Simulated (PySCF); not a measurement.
Field gradients from PBE0/pcSseg-1 densities (PySCF, non-relativistic) at PBE0-D3(BJ)/def2-SVP geometries, isolated species, one conformer each; χzz is the principal value of largest magnitude, with Q(14N) = 0.02044 b. These gradients aren't converged with respect to the basis.

**Question.** Rank these 14N sites by the size of the quadrupole coupling, smallest first.
A. The silicon-bound nitrogen of `C[C@@H](CF)[C@H]1CCN([SiH3])C1`
B. N2 (C=N nitrogen) in `[CH3:1]/[N:2]=[CH:3]/[SiH:4]1[NH:5][SiH2:6][NH:7][SiH2:8][NH:9]1`
C. The silicon-bound nitrogen of `CCC[Si@@H](NC)[C@@H]1C[C@H]1F`

**Answer.** C (5.163 MHz), B (5.556 MHz), A (5.783 MHz).

All sites together:

| nucleus | site | Vzz (au) | η | χzz (MHz) |
| --- | --- | --- | --- | --- |
| 14N | the silicon-bound nitrogen of CCC[Si@@H](NC)[C@@H]1C[C@H]1F | -1.075 | 0.38 | -5.163 |
| 14N | N2 (C=N nitrogen) in [CH3:1]/[N:2]=[CH:3]/[SiH:4]1[NH:5][SiH2:6][NH:7][SiH2:8][NH:9]1 | -1.157 | 0.45 | -5.556 |
| 14N | the silicon-bound nitrogen of C[C@@H](CF)[C@H]1CCN([SiH3])C1 | -1.204 | 0.34 | -5.783 |
